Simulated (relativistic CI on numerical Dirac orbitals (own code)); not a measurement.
**Pm⁴⁶⁺: sensitivity of the levels to the model**

Base calculation: Dirac-Coulomb-Breit CI, orbitals from a KLI potential per configuration, a model potential for QED, unscaled Slater integrals.

Configurations in the expansion (outside the closed core [Ne]): 3s2.3p3, 3s.3p4, 3s2.3p2.3d, 3p5, 3s.3p3.3d, 3p4.3d, 3s.3p2.3d2, 3s2.3p.3d.4p, 3p4.4s, 3s.3p2.3d.4s, 3p4.4p, 3s2.3p2.4s, 3s2.3p2.4p, 3p3.3d.4p, 3s2.3p2.4d, 3s.3p3.4s, 3s2.3p2.4f, 3s.3p3.4p, 3s.3p3.4d, 3s.3p3.4f, 3s2.3p2.5s, 3s2.3p2.5p, 3s2.3p.4s.4p, 3s2.3p2.5d, 3s2.3p2.5f, 3s2.3p2.5g, 3s.3p2.4s2, 3s.3p3.5s, 3s2.3p.3d2, 3s2.3d3, 3s.3p.3d3, 3s2.3d2.4s, 3s2.3d2.4p, 3s2.3d2.4d, 3p3.3d2, 3p2.3d3, 3p2.3d2.4s, 3p2.3d2.4p, 3p2.3d2.4d, 3s2.3p.3d.4s, 3s.3p.3d2.4s, 3s2.3d.4s2, 3s2.3d.4s.4p, 3s2.3d.4s.4d, 3s.3p2.3d.4p, 3s.3p.3d2.4p, 3s.3p.3d.4s.4p, 3s.3p.3d.4p2, 3s.3p.3d.4p.4d, 3p3.3d.4s, 3p2.3d.4s2, 3p2.3d.4s.4p, 3p2.3d.4s.4d, 3s2.3p.4s2, 3s.3p.3d.4s2, 3s2.4s2.4p, 3s2.4s2.4d, 3s2.3p.4p2, 3s2.3d.4p2, 3s2.4s.4p2, 3s2.4p3, 3s2.4p2.4d, 3s.3p2.4s.4p, 3s.3p.4s2.4p, 3s.3p.4s.4p2, 3s.3p.4s.4p.4d. Double excitations out of closed p, d and f shells are left out; levels of such configurations are missing from the list, as are those of other unlisted configurations, and high levels can miss mixing partners. These lack a partner that the ground configuration has and come out too high: 3s2.3p2.4f, 3s.3p3.4d, 3s.3p3.4f, 3s2.3p2.5s, 3s2.3p2.5p.

Variants: (1) one mean potential for all configurations. Shifts of the energy above 3s2.3p3 2P°_3/2, in eV, for the lowest level and the first level of each name with at least 55 % of one term (blank where a level changes its place among those of its configuration and J or its character, or is not in the variant):

```csv
Level,Base,Δ(1)
3s2.3p3 2P°_3/2,0.000,0.000
3s2.3p3 2D°_5/2,140.752,+0.007
3s2.3p3 2P°_1/2,152.832,+0.008
3s.3p4 4P_5/2,261.668,+0.085
3s2.3p2.3d 4D_1/2,310.916,-0.058
3s2.3p2.3d 2G_9/2,352.057,-0.062
3s.3p4 4P_3/2,405.719,+0.075
3s.3p4 2D_5/2,417.939,+0.077
3s2.3p2.3d 4F_9/2,487.869,-0.059
```

At this charge energies of transitions that change n are usually good to better than 1 %, and those within a shell (Δn = 0) to a few per cent.

Ionisation energy from the two ground configurations alone: base 3815.28 eV. The NIST ASD value (theoretical) is 3816 eV.

LS names give the leading component of a level, which can be under half, so a name can repeat, a term be missing and a line seem to break the LS rules.
